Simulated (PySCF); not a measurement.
Gas-phase reaction: Sb(CH₃)₃ + C₃H₄ (propyne) → SbH₃ + 2 C₃H₅ (allyl)

Method: PySCF energies plus ideal-gas RRHO corrections (1 bar). S°(298 K) at PBE0/def2-TZVP differs from the NASA 1993 table for C₃H₅ (allyl) (-17 J/mol/K); whether the harmonic model or the table's entry is off was not settled. † marks an energy on the PBE0/def2-TZVP geometry and frequencies. MP2 and CCSD(T) freeze the core. Open shells (unrestricted): C₃H₅ (allyl) (multiplicity 2); the rest are closed-shell singlets. Sb: scalar-relativistic def2 core potential, no spin-orbit coupling. MP2 isn't extrapolated to the basis-set limit; its ΔH°(298 K) is 298.1 kJ in def2-SVP and 354.0 kJ in def2-TZVPP. CCSD(T) isn't extrapolated to the basis-set limit. The harmonic model lacks anharmonicity and excited electronic states, which grow with temperature; levels with a mode under 35 cm⁻¹ are left out. Soft modes under 120 cm⁻¹ make the harmonic entropy rough for Sb(CH₃)₃. Warning, spin contamination: C₃H₅ (allyl) (CCSD(T)/def2-SVP†, MP2/def2-TZVPP†).

```
level              ΔE electronic, kJ  ΔH°(298 K), kJ  ΔS°(298 K), J/K  ΔG°(800 K), kJ
-----------------  -----------------  --------------  ---------------  --------------
BLYP/def2-TZVP†                  227             193              144              81
CCSD(T)/def2-SVP†                245             211              144              98
M06-2X/def2-TZVP†                316             282              144             169
MP2/def2-TZVPP†                  388             354              144             242
PBE/def2-TZVP†                   256             223              144             110
r2SCAN/def2-TZVP†                236             202              144              89
LDA/def2-TZVP†                   302             268              144             156
```
ΔH° is lowest at BLYP/def2-TZVP† and highest at MP2/def2-TZVPP†. No reference value is set beside these.
